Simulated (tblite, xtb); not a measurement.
C4H12Si (SMILES C[Si](C)(C)C), singlet, at a GFN2-xTB geometry. Base run: GFN1-xTB in xtb 6.7.1.

Here is a job for xtb.
```
$ xtb mol.xyz --gfn 1 --json

# file mol.xyz
17

C     -0.41778104    -1.21418858    -1.41267705
Si     0.00000000     0.00000000    -0.00000000
C      0.00554135     1.78528707    -0.67614402
C     -1.31041007    -0.15385282     1.37971233
C      1.72264977    -0.41724567     0.70910873
H     -1.39396412    -1.00424407    -1.83950537
H     -0.42931030    -2.24160426    -1.06128465
H      0.30997764    -1.15221546    -2.21624356
H      0.24035806     2.50337027     0.10386249
H     -0.96211391     2.05565595    -1.08813490
H      0.74182785     1.90768456    -1.46487309
H     -2.30457514     0.07745214     1.00913662
H     -1.33992132    -1.15990805     1.78735734
H     -1.10210317     0.52516646     2.20113401
H      1.75423943    -1.42860695     1.10324445
H      2.49352738    -0.33921814    -0.05171446
H      1.99205759     0.25646756     1.51702112
```

Programs used: tblite, xtb; a row that names a program was run with it.

Each row names what was changed in the base input (with any setting that the change needs).

```
change                                                      ΔE vs base (mEh)  HOMO-LUMO gap (eV)  SCF cycles
----------------------------------------------------------  ----------------  ------------------  ----------
base                                                                   0.000                7.70           8
acc = 0.0001                                                           0.000                7.70          11
gbsa = chcl3                                                             ___                 ___           8
program = tblite; method = gfn1; option = (--alpb, water)                ___                   -           -
acc = 0.1                                                              0.000                7.70           9
acc = 30                                                               0.000                7.70           7
etemp = 3000                                                           0.000                7.70           8
program = tblite; method = gfn1; option = (--guess, eeq)               0.000                   -           -
program = tblite; method = gfn1                                        0.000                   -           -
program = tblite; method = gfn1; option = --spin-polarized             0.000                   -           -
```

Problem. Fill in the missing entries.

Solution. 
- gbsa = chcl3, ΔE vs base (mEh): -6.727
- gbsa = chcl3, HOMO-LUMO gap (eV): 7.71
- program = tblite; method = gfn1; option = (--alpb, water), ΔE vs base (mEh): 1.390

ALPB and GBSA are two models with their own fitted parameters for each solvent, which aren't always the measured dielectric constant.
